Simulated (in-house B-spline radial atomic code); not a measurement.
A run on an ion of nuclear charge 58 with 58.7 electrons that did not converge. Method: scalar-relativistic (X2C) LDA exchange-only, spin-polarised, spherical fractional occupations, Fermi nucleus of rms radius 4.8771 fm; computed with a B-spline radial code for spherical atoms.

Command:
```bash
python run_scf.py task.json out
```
Settings (nuclear radius in fm, mass in u):
```
Z                58
configuration    [Xe] 4f1.7 5d1 6s2
hamiltonian      x2c
method           lda,
spin_polarised   True
nucleus          fermi
rms_radius       4.8771
atomic_mass      139.90545
speed_of_light   137.035999084
```

First and last ten iterations of the last attempt (damped for 15 steps, keeping 80 % of the old Fock matrix, then DIIS):
```
 iter        energy (Eh)    residual
    1       -8839.449129    4.56e-01
    2       -8838.774149    4.75e-01
    3       -8843.059151    2.96e-01
    4       -8845.135389    1.77e-01
    5       -8846.085691    1.01e-01
    6       -8846.496878    5.48e-02
    7       -8846.665408    2.82e-02
    8       -8846.731091    1.54e-02
    9       -8845.991117    7.48e-02
   10       -8846.618380    4.01e-02
  111       -8845.326587    8.41e-02
  112       -8845.318375    8.45e-02
  113       -8845.307536    8.51e-02
  114       -8845.320280    8.46e-02
  115       -8845.318773    8.46e-02
  116       -8846.753069    1.09e-02
  117       -8846.753944    1.06e-02
  118       -8846.758501    8.58e-03
  119       -8845.322045    8.48e-02
  120       -8845.322450    8.47e-02
 not converged after 120 iterations
```

The smallest residual met was 8.6e-03; the threshold is about 6e-07. No energy from this run should be used. The likely cause: this method binds the added charge weakly or not at all at the basis-set limit, so charge moves back and forth between the atom and the box. Time taken, with all properties: 2.9 s on 1 thread of x86-64 server CPU, on a shared host.
